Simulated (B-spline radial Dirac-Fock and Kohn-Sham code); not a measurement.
# Core-level shifts of osmium with charge state

The computed values come from a radial atomic solver: Dirac-Fock (average of configuration) total-energy differences with a finite nucleus, the Breit interaction including its frequency dependence, and self-energy and vacuum-polarisation corrections. Each ion is free and in its tabulated ground configuration. No correlation.

Reference: Os⁵⁷⁺, [Ar] 3d1, with K (1s) 78084.2 eV, L1 (2s) 17059.6 eV. Shifts from it, in eV (a dash: the subshell is empty, belongs to an open shell averaged over j, or its hole state is left out as unreliable):

```
  ion  configuration   K (1s)  L1 (2s)
Os⁵⁸⁺   [Ne] 3s2 3p6   +191.2   +182.0
Os⁵⁹⁺   [Ne] 3s2 3p5   +394.2   +353.0
Os⁶⁰⁺   [Ne] 3s2 3p4   +599.2   +525.5
Os⁶¹⁺   [Ne] 3s2 3p3   +806.3   +699.4
Os⁶²⁺   [Ne] 3s2 3p2  +1015.5   +874.6
Os⁶³⁺   [Ne] 3s2 3p1  +1226.7  +1051.3
Os⁶⁴⁺       [Ne] 3s2        ?        ?
Os⁶⁵⁺       [Ne] 3s1        –        –
Os⁶⁶⁺   [He] 2s2 2p6  +1853.0  +1568.1
Os⁶⁷⁺   [He] 2s2 2p5  +2352.5  +1885.2
```

Task: Give the missing shifts for Os⁶⁴⁺.

Result: K (1s) +1439.9, L1 (2s) +1229.5 (eV).
